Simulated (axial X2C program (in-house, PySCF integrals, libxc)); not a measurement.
Spin–orbit effects down a group: molecules with P (ions), PBE0

Calculated with an in-house all-electron X2C program for linear molecules (integrals from PySCF), spin-free (one-electron X2C) or two-component (2c: spin–orbit coupling with atomic mean-field Coulomb and Gaunt terms, which also bring small scalar terms), in Dyall basis sets with cores contracted in-house; open shells are unrestricted.

Basis sets: Al dyall-v3z, B dyall-v3z, Ga dyall-cv3z, P dyall-v3z.

| molecule | spin-free state | Re (Å) | ωe (cm⁻¹) | De (eV) | 2c state | Re 2c (Å) | ωe 2c (cm⁻¹) | De 2c (eV) |
| --- | --- | --- | --- | --- | --- | --- | --- | --- |
| BP⁺ | M_S = 3/2, Λ = 0 | 1.852 | 769.7 | 2.96 | Ω = 3/2 | 1.852 | 769.5 | 2.96 |
| AlP⁺ | M_S = 3/2, Λ = 0 | 2.476 | 259.0 | 0.81 | Ω = 3/2 | 2.477 | 258.7 | 0.81 |
| GaP⁺ | M_S = 3/2, Λ = 0 | 2.648 | 149.1 | 0.58 | Ω = 3/2 | 2.650 | 148.9 | 0.58 |

Fragments in 2c: P + B+, P + Al+, Ga+ + P. Each entry is the lowest single determinant of a limited PBE0 search at one distance. De goes to single-determinant-based atoms at the same level (for ions the charge split of lowest energy) and is withheld (n/a) where an atom does not fit its ground term or J level. Main or longest-lived isotopes. One determinant is a doubtful description, or other states lie close, for BP⁺, AlP⁺, GaP⁺; these need not be ground states, and all values refer to the states named. With several unpaired electrons the Ω given is that of one determinant, not necessarily of the lowest component.
